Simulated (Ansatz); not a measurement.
`CO[SiH](F)[SeH]` + `C[O][Al]([Cl])[Cl]` → `CO[SiH](F)OC` + `[Cl][Al]([Cl])[SeH]`  (redistribution)

Gas-phase electronic energies from Ansatz, PBE0-D4/def2-TZVP geometries. CCSD(T)/CBS adds triple-zeta CCSD(T) − MP2 to the extrapolated MP2 energy (def2 sets, frozen cores). For Se outer-core shells are correlated without core-valence functions, which leaves a few kJ/mol of doubt a bond. Scalar relativity is left out up to krypton. Each species was taken in one conformer, which may not be the lowest.

```
           level  ΔE (kcal/mol)
    MP2/def2-SVP          -10.3
CCSD(T)/def2-SVP          -10.6
```

Problem. What does CCSD(T)/CBS give? (Best estimate.)

Solution. Computed: -11.0 kcal/mol. The listed levels differ from it by 0.7, 0.4 kcal/mol.

Largest T1 diagnostic among the species: 0.011.

From BLYP to BHLYP (50 % exact exchange), in def2-TZVPP and without D4, ΔE moves by −2.2 kcal/mol. In def2-TZVPP, CCSD(T) changes the Hartree–Fock value by +2.1 kcal/mol (the triples alone add +0.2 kcal/mol) and MP2 by +2.4 kcal/mol.
